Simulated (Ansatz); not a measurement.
Consider the silylene formation by 1,1-elimination: `CO[Si](N)(O)F` → `CO[Si]N` + `OF`.

Isolated molecules relaxed with PBE0-D4/def2-TZVP in Ansatz; ΔE leaves out vibrations. CBS: MP2 limit from def2 TZ/QZ plus the TZ coupled-cluster correction, frozen cores. This one scheme is used for every species. Functionals use def2-TZVPP. B3LYP here is the variant with VWN-RPA as its local correlation; programs differ in this. HSE06 is defined as in plane-wave codes. One conformer a species, not always the lowest.

`CO[Si](N)(O)F`:

```xyz
12

C    -1.249   -1.322    0.906
O     0.018   -0.913    0.433
Si    0.372    0.565   -0.124
N     1.913    0.676   -0.810
O    -0.812    0.950   -1.177
F     0.376    1.604    1.086
H    -1.486   -0.839    1.859
H    -1.218   -2.402    1.061
H    -2.037   -1.090    0.185
H     2.706    0.874   -0.222
H     2.168    0.093   -1.590
H    -0.752    1.804   -1.606
```

`CO[Si]N`:

Cartesian coordinates in Å:
```
C -1.473 0.849 0.184
O -0.414 -0.042 -0.071
Si 1.167 0.316 0.286
N 1.852 -1.145 -0.264
H -1.986 1.086 -0.752
H -1.126 1.786 0.636
H -2.191 0.382 0.863
H 2.842 -1.323 -0.217
H 1.328 -1.909 -0.665
```

`OF`:

Z-matrix (Å, degrees):
```
O
F 1 1.406
H 1 0.969 2 99.1
```

| level | ΔE (kJ/mol) | difference from CCSD(T)/CBS |
| --- | --- | --- |
| B3LYP-D4 | 802.9 | -32.5 |
| r2SCANh-D4 | 839.3 | 3.9 |
| ωB97M-V | 813.7 | -21.7 |
| PBE-QIDH | 854.2 | 18.8 |
| PBE | 757.7 | -77.7 |
| r2SCAN | 825.4 | -10.0 |
| B3LYP | 790.0 | -45.4 |
| HSE06 | 805.6 | -29.8 |
| CAM-B3LYP | 819.8 | -15.6 |
| RPA@PBE/def2-TZVPP | 772.5 | -62.9 |
| HF/def2-SVP | 833.9 | -1.5 |
| MP2/def2-SVP | 812.1 | -23.3 |
| MP2/def2-TZVPP | 861.0 | 25.6 |
| CCSD/def2-TZVPP | 832.5 | -2.9 |
| CCSD(T)/def2-TZVPP | 821.8 | -13.6 |
| HF/CBS(def2) | 877.5 | 42.1 |
| CCSD(T)/CBS | 835.4 | 0 |

Largest T1 diagnostic among the species: 0.013.

Leaving LDA and LC-ωPBE aside and taking each functional with its dispersion term where it has one, the values, not all of them listed here, spread over 98.8 kJ/mol, from revPBE-D4 to r2SCAN0-D4. LDA lies +57.2 kJ/mol from PBE without D4. The D4 term adds +12.9 kJ/mol with B3LYP and +7.0 kJ/mol with PBE0; it sums over pairs of atoms, weighted by their polarisabilities, and B3LYP, whose exchange is more repulsive, gets the larger term. From PBE to PBE0 (25 % exact exchange), in def2-TZVPP and without D4, ΔE moves by +48.4 kJ/mol.

CCSD(T)/CBS has its own doubt, a few kJ/mol and more with outer-core shells, so smaller differences from it don't rank the levels.
